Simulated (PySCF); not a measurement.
CH3N2S, SMILES C(=S)(N)[NH] (connectivity only; charge and spin as stated), charge -1, multiplicity 1. Atoms are numbered in the order given.

```xyz
7

N      0.9177    -1.0218     0.9155
C      0.0243    -0.3206     0.2819
N     -1.3176    -0.6820     0.5060
S      0.2598     1.0346    -0.8057
H      1.8328    -0.6314     0.6953
H     -1.4080    -1.6460     0.8140
H     -1.9277    -0.4255    -0.2598
```
Charge -1, spin multiplicity 1.

Coordinates come from a r2SCAN-D4/def2-SVPD optimisation. The spin state was assumed, not searched. The isomer is the one that the SMILES or the coordinates give; other isomers of the formula were not compared. The values are those of a single conformer.

Two levels are set side by side: PBE/pcSseg-1 (PySCF) and HF/pcSseg-1 (PySCF). GIAO shifts against H2S (³³S), NH3 (¹⁵N), TMS (¹H), TMS (¹³C) at the same level; non-relativistic, no solvent, atoms listed together averaged. Differences are taken from unrounded values.

```json
[
 {"quantity": "δ(¹⁵N) of N1 (ppm)", "PBE": "247.7"},
 {"quantity": "δ(¹³C) of C2 (ppm)", "PBE": "183.3"},
 {"quantity": "δ(¹⁵N) of N3 (ppm)", "PBE": "111.8"},
 {"quantity": "δ(³³S) of S4 (ppm)", "PBE": "232.6"},
 {"quantity": "δ(¹H) of H5 (ppm)", "PBE": "5.91"}
]
```

Question: These are the PBE values. What does HF give? (Estimate from the structure and the level; the computed values follow.)

Answer: 
```json
[
 {"quantity": "δ(¹⁵N) of N1 (ppm)", "HF": "242.7", "PBE minus HF": "5.0"},
 {"quantity": "δ(¹³C) of C2 (ppm)", "HF": "205.5", "PBE minus HF": "-22.2"},
 {"quantity": "δ(¹⁵N) of N3 (ppm)", "HF": "96.7", "PBE minus HF": "15.1"},
 {"quantity": "δ(³³S) of S4 (ppm)", "HF": "176.5", "PBE minus HF": "56.1"},
 {"quantity": "δ(¹H) of H5 (ppm)", "HF": "5.89", "PBE minus HF": "0.02"}
]
```

Rough cost on one machine, each run with all the roots and properties that it gave: HF against PBE within a factor of 2.
